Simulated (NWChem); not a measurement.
Molecule: CH3ISe; SMILES C[Se]I

```xyz
6

Se    -0.4091     1.3041    -0.0009
I     -0.0141    -1.1944     0.0006
C      1.4381     1.9013    -0.0016
H      1.3810     3.0009    -0.0038
H      1.9593     1.5610    -0.9053
H      1.9590     1.5644     0.9034
```
Atoms are numbered in this order, from 1.

Level: PBE0/def2-SVP with def2 effective core potentials on I (NWChem), optimised geometry, unscaled harmonic frequencies. This build's default masses of Se (78.918 u) and Br (79.917 u) are each other's, which moves their modes by up to 0.6 %. def2 effective core potentials on I; no spin-orbit coupling.

List the harmonic frequencies with IR intensities, and the thermochemistry.


```csv
frequency (cm⁻¹),IR intensity (km/mol)
162,1.0
169,0.3
254,1.6
609,3.3
903,14.4
916,6.0
1292,3.9
1418,10.6
1445,15.1
3068,5.2
3185,2.5
3211,0.1
```

```json
{
  "zero_point_energy": "23.8 kcal/mol",
  "thermal correction to the enthalpy at 298.15 K (with zero-point energy)": "27.4 kcal/mol",
  "heat capacity Cv": "13.8 cal/(mol K)",
  "entropy at 298.15 K and 1 atm (symmetry number 1)": "76.8 cal/(mol K)"
}
```

Rigid rotor and harmonic oscillator.
